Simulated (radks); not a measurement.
Q: These are the eigenvalues of the occupied orbitals of an atom or ion with whole-number occupations (eV). Calculated with a radial shooting solver on a logarithmic mesh with Libxc functionals: scalar-relativistic Kohn-Sham, HCTH/407, spin-polarised, spherical densities, finite nucleus; Fermi nuclear charge, rms radius of each element as measured or else 0.836 A^(1/3) + 0.57 fm.

orbital  eigenvalue
1s up     -45005.95
1s down   -45005.93
2s up     -7326.157
2s down   -7326.114
2p up     -6546.477
2p down   -6546.443
3s up     -1599.944
3s down   -1598.253
3p up     -1354.861
3p down   -1353.172
3d up     -1018.559
3d down   -1017.256
4s up     -320.6224
4s down   -316.3654
4p up     -240.1107
4p down   -235.8211
4d up     -126.2614
4d down   -121.8883
5s up      -44.2625
5s down    -41.4442
5p up      -24.7069
5p down    -22.6591
4f up       -5.0999
6s up       -4.4973
6p up       -2.0376

Which element is it, and in what charge state? The configuration may be excited. Open shells, if any, are filled with parallel spins first.

A: Z = 61, promethium, charge 0: Pm in [Xe] 4f5 6s1 6p1. The list shows which subshells hold electrons but not how many an open one holds; the 1s level, -1653.9 hartree, gives Z - s = 57.5 by -(Z - s)^2/2, which with screening and relativity narrows Z to a few neighbours, and the depths of the outer levels then fix element, charge and occupations together.
